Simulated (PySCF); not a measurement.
## Correlation energy of Zr+ (zirconium, charge +1)

[Kr] 4d1 5s1 6s1, high-spin 4D determinant (an excited configuration). Calculation: PySCF 2.14, in aug-cc-pwCVDZ-PP with ECP28MDF (6s6p5d3f, 70 functions); a scalar-relativistic core potential. Frozen: 4s2 4p6; 3 electrons correlated.

MP2 pair energies summed by pair of shells (mhartree):

```json
{"pair": "4d-5s", "energy": "-4.05", "share (%)": "48.0"}
{"pair": "5s-6s", "energy": "-3.40", "share (%)": "40.3"}
{"pair": "4d-6s", "energy": "-0.99", "share (%)": "11.7"}
```

Total MP2 correlation energy: -8.43 mhartree.

Same-spin part -8.43 and opposite-spin part 0.00 mhartree; SCS-MP2 scales them by 1/3 and 6/5 to -2.81 mhartree.
